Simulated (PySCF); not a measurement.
C3H8Be. Atoms are numbered in the order given.

```xyz
12

Be    -0.3060     0.2686     0.6644
C     -0.9876     1.5451     1.5216
H     -1.4626     1.2156     2.4727
H     -1.7799     2.0687     0.9411
H     -0.2376     2.3197     1.7978
C      0.3780    -1.0193    -0.1905
C      0.7890    -0.7549    -1.6546
H     -0.3350    -1.8785    -0.1554
H      1.2641    -1.3859     0.3825
H      1.5440     0.0556    -1.7336
H     -0.0756    -0.4442    -2.2784
H      1.2299    -1.6504    -2.1436
```
Charge 0, spin multiplicity 1.

Coordinates come from a PBE-D3(BJ)/def2-SVP optimisation. The structure was generated by enumeration; whether it is a known compound was not checked. One conformer was computed; it need not be the lowest.

The numbers are results of PySCF with PBE-D3(BJ)/def2-SVP, not measurements.

Harmonic, unscaled wavenumbers; measured fundamentals usually lie a few per cent lower.

A small imaginary wavenumber (i) marks a very flat motion, where grid noise or a shallow saddle decides the sign.

Computed vibrational spectrum:
| mode | ν (cm⁻¹) | IR (km/mol) | Raman (Å⁴/amu) | depolarisation | moving atoms (share of kinetic energy) |
|---|---|---|---|---|---|
| 1 | 17i | 0.0 | 0.0 | – | H 93 % |
| 2 | 108 | 0.1 | 0.3 | 0.75 | C 52 %, H 33 %, Be 15 % |
| 3 | 150 | 0.3 | 0.1 | 0.75 | H 74 %, Be 19 % |
| 4 | 262 | 1.4 | 0.2 | 0.75 | H 64 %, Be 31 % |
| 5 | 330 | 5.4 | 1.4 | 0.42 | Be 42 %, H 36 %, C 22 % |
| 6 | 516 | 0.0 | 15.0 | 0.11 | C 71 %, H 29 % |
| 7 | 517 | 0.5 | 3.0 | 0.71 | H 81 %, C 18 % |
| 8 | 664 | 78.8 | 1.4 | 0.71 | H 53 %, Be 26 %, C 21 % |
| 9 | 694 | 103.2 | 0.3 | 0.75 | H 56 %, Be 24 %, C 21 % |
| 10 | 897 | 11.2 | 0.1 | 0.75 | H 88 %, C 9 % |
| 11 | 927 | 16.9 | 0.7 | 0.19 | H 87 %, C 12 % |
| 12 | 982 | 10.5 | 5.5 | 0.46 | C 70 %, H 18 %, Be 12 % |
| 13 | 1069 | 46.6 | 1.6 | 0.13 | H 49 %, Be 40 %, C 11 % |
| 14 | 1174 | 17.1 | 4.4 | 0.31 | H 72 %, C 28 % |
| 15 | 1197 | 4.7 | 2.2 | 0.75 | H 78 %, C 22 % |
| 16 | 1238 | 129.0 | 1.2 | 0.47 | C 43 %, H 31 %, Be 26 % |
| 17 | 1343 | 5.7 | 5.0 | 0.74 | H 84 %, C 16 % |
| 18 | 1363 | 3.6 | 9.7 | 0.71 | H 92 %, C 8 % |
| 19 | 1368 | 0.9 | 10.3 | 0.75 | H 96 % |
| 20 | 1369 | 0.4 | 14.1 | 0.75 | H 95 % |
| 21 | 1424 | 5.0 | 15.7 | 0.74 | H 96 % |
| 22 | 1435 | 4.7 | 19.8 | 0.75 | H 97 % |
| 23 | 2925 | 19.7 | 103.6 | 0.16 | H 95 % |
| 24 | 2948 | 0.8 | 134.2 | 0.00 | H 97 % |
| 25 | 2951 | 45.2 | 179.0 | 0.01 | H 97 % |
| 26 | 2965 | 12.0 | 110.1 | 0.75 | H 91 %, C 9 % |
| 27 | 3025 | 28.2 | 102.9 | 0.73 | H 91 %, C 9 % |
| 28 | 3035 | 6.3 | 96.9 | 0.75 | H 91 %, C 9 % |
| 29 | 3036 | 6.0 | 98.6 | 0.75 | H 91 %, C 9 % |
| 30 | 3038 | 29.5 | 51.3 | 0.75 | H 91 %, C 9 % |
